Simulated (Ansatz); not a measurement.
Start from `[NH]1[AlH][SiH2]1` and change one element to get `[AlH]1[SiH2][AsH]1`.

Ansatz, PBE0-D4/def2-TZVP geometries, multiplicity 1. 

Scalar relativity is left out up to krypton.

| property | `[NH]1[AlH][SiH2]1` |
| --- | --- |
| LUMO energy (ωB97M-V/def2-TZVPP) / eV | 0.56 |
| HOMO energy (ωB97M-V/def2-TZVPP) / eV | -8.43 |
| LUMO energy (PBE0/def2-TZVPP) / eV | -1.09 |
| HOMO energy (PBE/def2-TZVPP) / eV | -5.52 |
| HOMO–LUMO gap (PBE0/def2-TZVPP) / eV | 5.40 |
| LUMO energy (PBE/def2-TZVPP) / eV | -1.85 |

**Question.** Give the same properties after the change, and the shifts. (Estimate.)

**Answer.** Ansatz gave: 
```tsv
property	`[AlH]1[SiH2][AsH]1`	shift
LUMO energy (ωB97M-V/def2-TZVPP) / eV	-0.23	-0.79
HOMO energy (ωB97M-V/def2-TZVPP) / eV	-7.95	0.48
LUMO energy (PBE0/def2-TZVPP) / eV	-1.91	-0.82
HOMO energy (PBE/def2-TZVPP) / eV	-5.22	0.30
HOMO–LUMO gap (PBE0/def2-TZVPP) / eV	4.20	-1.20
LUMO energy (PBE/def2-TZVPP) / eV	-2.65	-0.80
```

With PBE0 the HOMO rises by 0.38 eV and the LUMO falls by 0.82 eV, so the gap narrows by about 1.20 eV. PBE moves the HOMO by 0.30 eV and ωB97M-V by 0.48 eV.
